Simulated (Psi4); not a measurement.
CH$_{5}$BO (SMILES BOC), singlet, geometry from GFN2-xTB; BLYP/6-31G, TDDFT (Psi4 1.11).

Input for Psi4:
```
memory 2 GB

molecule {
0 1
  B    -0.28443894    0.10769582    1.26731987
  H    -1.17534266    0.52267095    1.90446246
  H     0.67680843   -0.36767860    1.76565683
  O    -0.42816914    0.20753900   -0.04143276
  C     0.51463665   -0.22526134   -0.98819076
  H     1.39750010   -0.66227786   -0.51306773
  H     0.04446469   -0.96986574   -1.63516309
  H     0.81629735    0.62992815   -1.59788115
symmetry c1
}

set basis 6-31g
set puream true
set save_jk true
set tdscf_states [5]
set tdscf_tda false
set d_convergence 1e-8

energy('td-blyp')
print_variables()
```

The log (banner, timings and long lists left out):

```
   => Loading Basis Set <=

    Name: 6-31G
    Role: ORBITAL
    Keyword: BASIS

         ---------------------------------------------------------
                                   SCF
               by Justin Turney, Rob Parrish, Andy Simmonett
                          and Daniel G. A. Smith
                              RKS Reference
         ---------------------------------------------------------

  ==> Geometry <==

    Molecular point group: c1
    Full point group: C1

    Geometry (in Angstrom), charge = 0, multiplicity = 1:

       Center              X                  Y                   Z               Mass
    ------------   -----------------  -----------------  -----------------  -----------------
         B           -0.238328311035     0.086166210418     1.236561045268    11.009305360000
         H           -1.129232031035     0.501141340418     1.873703635268     1.007825032230
         H            0.722919058965    -0.389208209582     1.734898005268     1.007825032230
         O           -0.382058511035     0.186009390418    -0.072191584732    15.994914619570
         C            0.560747278965    -0.246790949582    -1.018949584732    12.000000000000
         H            1.443610728965    -0.683807469582    -0.543826554732     1.007825032230
         H            0.090575318965    -0.991395349582    -1.665921914732     1.007825032230
         H            0.862407978965     0.608398540418    -1.628639974732     1.007825032230

  Running in c1 symmetry.

  Rotational constants: A =      1.81106  B =      0.34397  C =      0.30575 [cm^-1]
  Rotational constants: A =  54294.15745  B =  10311.97034  C =   9166.04801 [MHz]
  Nuclear repulsion =   70.908446370762533

  Charge       = 0
  Multiplicity = 1
  Electrons    = 24
  Nalpha       = 12
  Nbeta        = 12

  ==> Algorithm <==

  SCF Algorithm Type is DF.
  DIIS enabled.
  MOM disabled.
  Fractional occupation disabled.
  Guess Type is SAD.
  Energy threshold   = 1.00e-06
  Density threshold  = 1.00e-08
  Integral threshold = 1.00e-12

  ==> Primary Basis <==

  Basis Set: 6-31G
    Blend: 6-31G
    Number of shells: 25
    Number of basis functions: 37
    Number of Cartesian functions: 37
    Spherical Harmonics?: true
    Max angular momentum: 1

  ==> DFT Potential <==

   => LibXC <=

    Version 7.1.2
    S. Lehtola, C. Steigemann, M. J. T. Oliveira, and M. A. L. Marques,  SoftwareX 7, 1–5 (2018) (10.1016/j.softx.2017.11.002)

   => Composite Functional: BLYP <=

[...]
  @DF-RKS Final Energy:  -141.10094005649822
    Total Energy =                       -141.1009400564982172
[...]
     3        A->A (1 A)       0.29822         8.11506        -140.80272       0.1714          0.1094          0.0000          0.0000
     4        A->A (1 A)       0.32071         8.72696        -140.78023       0.0097          0.0058          0.0000          0.0000
     5        A->A (1 A)       0.35427         9.64024        -140.74667       0.0616          0.0664          0.0000          0.0000

Contributing excitations and de-excitations
Only contributions with abs(coeff) > 1.00e-01 will be printed:

Excited State    1 (1 A):   0.22620 au   201.43 nm f = 0.0008
  Sums of squares: Xssq =  1.000445e+00; Yssq =  4.450170e-04; Xssq - Yssq =  1.000000e+00
     12a  ->  13a    -0.999562 (99.912%)

Excited State    2 (1 A):   0.28997 au   157.13 nm f = 0.0001
  Sums of squares: Xssq =  1.000180e+00; Yssq =  1.803888e-04; Xssq - Yssq =  1.000000e+00
     10a  ->  13a    -0.998395 (99.679%)

Excited State    3 (1 A):   0.29822 au   152.78 nm f = 0.1714
  Sums of squares: Xssq =  1.009201e+00; Yssq =  9.200620e-03; Xssq - Yssq =  1.000000e+00
      8a  ->  13a    -0.207278 ( 4.296%)
     11a  ->  13a     0.965673 (93.252%)

Excited State    4 (1 A):   0.32071 au   142.07 nm f = 0.0097
  Sums of squares: Xssq =  1.000325e+00; Yssq =  3.246332e-04; Xssq - Yssq =  1.000000e+00
     12a  ->  14a    -0.992941 (98.593%)

Excited State    5 (1 A):   0.35427 au   128.61 nm f = 0.0616
  Sums of squares: Xssq =  1.000753e+00; Yssq =  7.529518e-04; Xssq - Yssq =  1.000000e+00
     12a  ->  15a     0.981522 (96.339%)
     12a  ->  16a    -0.128919 ( 1.662%)

******************************************************************************************
**********                               WARNING                                **********
**********       The names of excited state variables changed between 1.5       **********
**********     and 1.6. For a quick solution, remove the symmetry specifier     **********
**********   from the variable name. For full details, see 'Notes on Psivars'   **********
**********                        in the documentation.                         **********
******************************************************************************************

  Variable Map:
  ----------------------------------------------------------------------------
[...]
  Array Variable Map:
  ----------------------------------------------------------------------------
[...]
[...]
```
